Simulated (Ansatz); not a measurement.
Cartesian coordinates (Å):
SMILES: N#Cc1ccc([SiH3])c2ccsc12
```xyz
19

N     -4.6294    -0.0898    -0.3051
C     -3.4673    -0.2355    -0.2184
C     -2.0492    -0.3997    -0.1134
C     -1.4696    -1.6782     0.0025
C     -0.0729    -1.8259     0.1051
C      0.7988    -0.7224     0.0971
Si     2.6674    -0.9722     0.2374
C      0.2304     0.5794    -0.0194
C      0.8872     1.8626    -0.0527
C      0.0049     2.9069    -0.1747
S     -1.6625     2.3994    -0.2559
C     -1.1869     0.7255    -0.1233
H     -2.1243    -2.5609     0.0117
H      0.3394    -2.8429     0.1939
H      2.9442    -2.4448     0.3447
H      3.2080    -0.2666     1.4522
H      3.3705    -0.4125    -0.9701
H      1.9755     1.9993     0.0121
H      0.2358     3.9784    -0.2238
```
Charge 0, spin multiplicity 1.

The numbers are results of frozen-core CCSD(T)/cc-pVDZ // PBE-D3(BJ)/def2-SVP run with Ansatz (a first-principles code), not measurements. The restricted HF reference is unstable towards unrestricted orbitals.

```json
{
  "HF energy": "-1085.81304 Ha",
  "MP2 correlation energy": "-1.55541 Ha"
}
```

Task: Estimate the CCSD correlation energy, the (T) correction, the total energy and the T1 diagnostic.

Result: 
```
Item                              Value
-----------------------  --------------
CCSD correlation energy     -1.60793 Ha
(T) correction              -0.07825 Ha
CCSD(T) total energy     -1087.49922 Ha
T1 diagnostic                     0.013
```
